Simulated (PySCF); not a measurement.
**Radial density of Cl²⁺ (chlorine, charge +2)**

MN15, [Ne] 3s2 3p3, high-spin 4S determinant. Calculation: PySCF 2.14, in pcseg-2; no relativity, point nucleus.

| r (bohr) | 4πr²ρ (e/bohr) | 4πr²(ρα − ρβ) |
| --- | --- | --- |
| 0.00194 | 0.1435 | 0.0000 |
| 0.00326 | 0.3873 | 0.0000 |
| 0.00549 | 1.017 | 0.0001 |
| 0.00923 | 2.530 | 0.0003 |
| 0.0155 | 5.781 | 0.0008 |
| 0.0261 | 11.41 | 0.0030 |
| 0.0439 | 17.76 | 0.0143 |
| 0.0739 | 19.08 | 0.0682 |
| 0.124 | 14.13 | 0.2430 |
| 0.209 | 15.46 | 0.4971 |
| 0.352 | 18.80 | 0.3174 |
| 0.591 | 8.155 | 0.0665 |
| 0.995 | 3.659 | 1.6383 |
| 1.67 | 3.026 | 1.8198 |
| 2.81 | 0.3848 | 0.2737 |
| 4.73 | 0.005018 | 0.0041 |
